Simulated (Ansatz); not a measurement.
Species: C$_{2}$H$_{12}$NSi$_{2}$ (charge +1, singlet). It need not be the lowest isomer of its formula. 
Geometry from a B3LYP-D3(BJ)/def2-TZVP (Ansatz, a program for electronic structure) optimisation:
```xyz
17

Si    -0.8908    -0.0147    -0.5310
C     -1.9659     1.4631    -0.8083
C     -1.3815    -1.1272     0.8619
N      0.8070     0.6923    -0.0395
Si     2.1177    -0.5302     0.4788
H     -0.5152    -0.7270    -1.7646
H     -2.9484     1.1313    -1.1538
H     -1.5629     2.1306    -1.5722
H     -2.1206     2.0332     0.1104
H     -2.3766    -1.5289     0.6536
H     -0.7108    -1.9791     0.9822
H     -1.4416    -0.5913     1.8117
H      1.1543     1.2354    -0.8333
H      1.9835    -1.6258    -0.4898
H      3.3858     0.2054     0.3837
H      1.7358    -0.8929     1.8489
H      0.6766     1.3763     0.7092
```
Charge +1, spin multiplicity 1.

Total electronic energies in hartree. Valence correlation only, unless marked. No spin-orbit coupling. Non-relativistic unless marked X2C. CBS(X,Y): correlation extrapolated as X^-3; Hartree-Fock from the larger set.

```csv
level,program,energy (Eh)
HF/STO-3G,Ansatz,-706.71872
HF/cc-pV(Q+d)Z,Ansatz,-714.99122
PBE-D3(BJ)/def2-TZVPD,Ansatz + dftd3,…
BLYP/def2-TZVPD,Ansatz,-716.97249
B97M-V/def2-TZVPD,Ansatz,-716.90800
BHLYP-D3(BJ)/def2-TZVPD,Ansatz + dftd3,-717.00540
HSE06-D4/def2-TZVPD,Ansatz + dftd4,-716.63962
LC-wPBE-D4/def2-TZVPD,Ansatz + dftd4,-716.82427
B2GP-PLYP-D4/def2-TZVPD,Ansatz + dftd4,…
"MP2/CBS(cc-pV(T+d)Z,cc-pV(Q+d)Z)",Ansatz,-715.9059
RI-MP2/cc-pV(T+d)Z,Ansatz,-715.79539
SCS-MP2/6-31G,Ansatz,-715.11950
"CCSD/CBS(cc-pV(T+d)Z,cc-pV(Q+d)Z)",Ansatz,-715.9601
X2C-CCSD(T)/cc-pVTZ-DK,Ansatz,-717.15291
"CCSD(T)/CBS(cc-pV(T+d)Z,cc-pV(Q+d)Z)",Ansatz,-715.9976
```

Question: Fill in the missing entries.

Answer: 
- PBE-D3(BJ)/def2-TZVPD, energy (Eh): -716.57859
- B2GP-PLYP-D4/def2-TZVPD, energy (Eh): -716.58452
